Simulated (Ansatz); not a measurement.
Breaking a bond: C6H18Al2, singlet. The C7–H26 bond (C7 also carries Al, H, H; H26 carries nothing else) is pulled apart rigidly from the PBE0/def2-SVP optimised geometry.

Level of theory: unrestricted PBE0/def2-SVP (Ansatz, an electronic-structure program).

Relative to R = 1.10 Å, what are the energies at R = 0.91, 0.98, 1.35, 2.06 Å?

88.3 kJ/mol at 0.91 Å, 30.8 kJ/mol at 0.98 Å, 63.4 kJ/mol at 1.35 Å, 362.3 kJ/mol at 2.06 Å.

The unrestricted determinant behind UKS-PBE0 is spin-contaminated at 2.06 to 3.21 Å (<S²> up to 1.0, against 0.00 for a pure singlet).
